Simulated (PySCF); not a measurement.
NMR data simulated for an unnamed compound:

¹H NMR (400 MHz, computed): δ 7.27 (m, 1H), 6.68 (m, 1H), 6.62 (m, 1H), 6.43 (m, 1H), 6.25 (br s, 1H), 5.98 (br s, 1H), 5.02 (m, 1H), 1.90 (s, 3H).

¹³C{¹H} NMR (computed): δ 162.4 (C), 153.5 (CH), 149.8 (C), 140.3 (CH), 138.6 (CH2), 136.1 (CH), 119.1 (CH), 24.9 (CH3).

Rapidly exchanging positions averaged, isolated molecule, non-relativistic, one computed conformer. NMR shieldings at PBE0/pcSseg-1/GIAO; GFN2-xTB geometry; PySCF 2.14.0 with density-fitted response routines.

Referencing at the same level of theory: TMS for ¹H and ¹³C.

Question: Which of these does the molecule contain: a non-aromatic C=C double bond, an aldehyde, a heteroaromatic ring, an OH group, a Si–H bond?

Answer: 
- A non-aromatic C=C double bond: yes.
- An aldehyde: no.
- A heteroaromatic ring: no.
- An OH group: no.
- A Si–H bond: yes (δH 5.02 (m)).

The data belong to `C=C(C)[Si@@H]1C=CC(C(F)F)=C1`, C$_{8}$H$_{10}$F$_{2}$Si; they needn't prove each group on their own.

Carbon signals by region: 1 in the far downfield region (above 160 ppm), 6 in the sp2 and nitrile region (100–160 ppm), 1 below 50 ppm. Above 160 ppm: 162.4, fully substituted alkene carbon.

Splittings by ¹⁹F in the carbon and heteronuclear signals aren't shown, as no couplings were computed. Shifts are as computed. Against solution values, carbons near 30 ppm lie about +3 ppm off and those near 130 ppm about +5 ppm. Of 1211 compounds with measured shifts, 218 miss one by over three times the rms of a fit or turn the order of signals round; such compounds aren't used in these exercises. No couplings were computed; multiplicities are counted from neighbouring protons, with m where these are inequivalent, close in shift, in a saturated or five-membered ring or joined by F or P, and br s for small geminal =CH2 splittings.
